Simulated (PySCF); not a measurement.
# Predicted spectroscopic data

- NMR shieldings at PBE0/pcSseg-1/GIAO
- structure optimised with GFN2-xTB
- program: PySCF 2.14.0 with density-fitted response routines
- one conformer, non-relativistic, one averaged value for each set of equivalent atoms, gas phase

Scale: TMS for ¹H (σref 31.72) and ¹³C (σref 186.93) (reference shieldings calculated alike). Where no couplings were computed, multiplicities follow the n + 1 count of equivalent neighbours, and m marks all less simple cases (inequivalent or close neighbours, rings, F or P nearby). Shifts are as computed. Against solution values, carbons near 30 ppm lie about +3 ppm off and those near 130 ppm about +5 ppm; carbons on Cl a further +6 ppm. Of 1211 compounds with measured shifts, 218 miss one by over three times the rms of a fit or turn the order of signals round; such compounds aren't used in these exercises. Carbons bonded to Cl come out too deshielded. OH and NH positions are gas-phase values without hydrogen bonding to other molecules.

**1.** SMILES Cl[C@H]1CO[Si@H](C2CC2)OC1, C6H11ClO2Si. ¹H NMR (600 MHz, computed): δ 4.47 (m, 2H), 4.29 (m, 1H), 3.93 (m, 2H), 3.93 (m, 1H), 0.50 (m, 2H), 0.06 (m, 2H), -0.29 (m, 1H). ¹³C{¹H} NMR (computed): δ 72.3 (CH2), 57.8 (CH), -0.5 (CH2), -2.6 (CH).

**2.** `CC[C@H]1C[Si@H](N)C1`, C5H13NSi. ¹H NMR (600 MHz, computed): δ 5.19 (m, 1H), 1.87 (m, 1H), 1.61 (m, 2H), 1.35 (m, 2H), 1.09 (m, 2H), 0.95 (t, 3H), 0.62 (br s, 2H). ¹³C{¹H} NMR (computed): δ 38.9, 33.7, 29.3, 15.1.
